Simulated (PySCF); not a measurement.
# Correlation energy of I²⁺ (iodine, charge +2)

[Kr] 4d10 5s2 5p3, high-spin 4S determinant. Computed with PySCF 2.14 in aug-cc-pwCVTZ-DK3 (10s9p7d4f1g, 109 functions), with the spin-free X2C one-electron Hamiltonian (Gaussian nucleus). Frozen: [Kr] 4d10; 5 electrons correlated.

```tsv
level	correlation energy (mhartree)
CCSD	-80.79
(T)	-2.21
CCSD(T)	-83.00
```

Diagnostics: T1 = 0.0021, D1 = 0.0048, largest double amplitude 0.044.

Cost of the coupled-cluster step: of the order of 10 core-seconds, for 5 correlated electrons.
